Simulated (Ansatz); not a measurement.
The cluster Hg₃. The state is a triplet with charge 0. Geometry r2SCAN/def2-TZVPD, that of the charge -1 doublet; atoms count from 1.

```xyz
3

Hg   -1.428    0.744    0.757
Hg   -0.177   -0.942   -1.499
Hg    1.605    0.198    0.742
```

In the def2 sets Hg takes a core potential; there is no spin–orbit coupling. At PBE0/def2-TZVPD a singlet of charge 0 lies 3.80 eV below the triplet at the same geometry. The structure comes from a short search, and lower isomers may exist.

Estimate the Mulliken populations from the PBE0/def2-TZVPD orbitals of Ansatz.


```csv
atom,charge (e),spin (α − β),d electrons
Hg1,-0.02,0.39,9.98
Hg2,0.05,1.22,10.00
Hg3,-0.02,0.39,9.98
```
Mulliken values and Mayer orders depend strongly on the basis. With diffuse functions, as here, like atoms can get unlike values, and bond orders can come out too low or too high.

Where does the spin sit?

Summed by element: Hg 2.00, of 2 unpaired in all. Largest on single atoms: Hg2 1.22, Hg1 0.39, Hg3 0.39.

And the Mayer bond orders between bonded heavy atoms (over 0.3)?

Hg1–Hg2 0.64 (3.08 Å); Hg1–Hg3 0.36 (3.08 Å); Hg2–Hg3 0.63 (3.08 Å).
